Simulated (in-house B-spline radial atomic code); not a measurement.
RPA and G0W0 for Si4+, [He] 2s2 2p6, as one setting changes: the share of exact exchange in the PBE hybrid start. A dash marks a level of low quasi-particle weight. Computed with a B-spline radial code for spherical atoms: all electrons, non-relativistic, point nucleus, each spin shell either full or empty, empty states to l = 9 with an (l + 1/2)⁻⁴ tail; G0W0 by contour deformation at full frequency.

```tsv
share of exact exchange in the PBE hybrid start	mean-field level (eV)	G0W0 level (eV)	RPA correlation (Eh)
0	-148.52	2p -166.59	-0.61135
0.1	-150.65	2p -166.68	-0.60508
0.2	?	?	?
0.3	-154.92	2p -166.84	-0.59304
0.4	-157.06	2p -166.90	-0.58726
0.5	-159.20	2p -166.96	-0.58162
0.6	-161.35	2p -167.01	-0.57613
0.7	?	?	?
0.8	-165.64	2p -167.09	-0.56553
0.9	-167.79	2p -167.12	-0.56042
1	-169.94	2p -167.15	-0.55543
```

(1) What belongs in the row for 0.2?

(2) What belongs in the row for 0.7?

(3) At what share of exact exchange does G0W0 leave the highest level unchanged?

Results:

(1) mean-field level (eV): -152.79; G0W0 level (eV): 2p -166.76; RPA correlation (Eh): -0.59898.

(2) mean-field level (eV): -163.49; G0W0 level (eV): 2p -167.05; RPA correlation (Eh): -0.57076.

(3) Near 0.87, where the shift changes sign (-1.451 eV at 0.8, +0.665 eV at 0.9).
